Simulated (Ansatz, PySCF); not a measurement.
Process, species as SMILES: C1CS1 + 2 C (CH4) + S (H2S) → CC (C2H6) [ethane] + 2 CS (CH4S)
Each molecule is optimised on its own at B3LYP-D3(BJ)/def2-TZVP (Ansatz, an electronic-structure program).

Property: bond separation energy (enthalpy at 298 K, with B3LYP-D3(BJ) rigid-rotor harmonic-oscillator terms from PySCF), in eV. Valence correlation only, unless marked. Spin-orbit coupling is left out. No relativistic terms. Basis-set limits of correlation are two-point, X^-3; Hartree-Fock from the larger set. [CCSD(T)-MP2]/basis is that difference in the basis named.

```
level                                                                 program  bond separation energy (eV)
-------------------------------------------------------------  --------------  ---------------------------
HF-D3(BJ)/def2-TZVPD                                            PySCF + dftd3                            …
PBE-D3(BJ)/def2-TZVPD                                          Ansatz + dftd3                        -0.41
revPBE-D3(BJ)/def2-TZVPD                                       Ansatz + dftd3                        -0.37
TPSS/def2-TZVPD                                                         PySCF                        -0.27
B3LYP-D4/def2-TZVPD                                            Ansatz + dftd4                        -0.44
B3LYP/def2-TZVPD                                                       Ansatz                        -0.38
TPSSh-D4/def2-TZVPD                                             PySCF + dftd4                        -0.36
LC-wPBE-D4/def2-TZVPD                                          Ansatz + dftd4                            …
wB97M-V/def2-TZVPD                                                     Ansatz                        -0.44
B2GP-PLYP/def2-TZVPD                                                   Ansatz                            …
B2PLYP-D3(BJ)/def2-TZVPD                                       Ansatz + dftd3                        -0.41
PBE-QIDH/def2-TZVPD                                                    Ansatz                            …
RPA@PBE/cc-pV(Q+d)Z                                                    Ansatz                        -0.38
CCSD/aug-cc-pV(D+d)Z                                                   Ansatz                        -0.46
RI-MP2/CBS(cc-pV(T+d)Z,cc-pV(Q+d)Z)+[CCSD(T)-MP2]/cc-pV(T+d)Z          Ansatz                        -0.41
```

**Question.** Fill in the missing entries.

**Answer.** 
- HF-D3(BJ)/def2-TZVPD, bond separation energy (eV): -0.75
- LC-wPBE-D4/def2-TZVPD, bond separation energy (eV): -0.50
- B2GP-PLYP/def2-TZVPD, bond separation energy (eV): -0.40
- PBE-QIDH/def2-TZVPD, bond separation energy (eV): -0.45
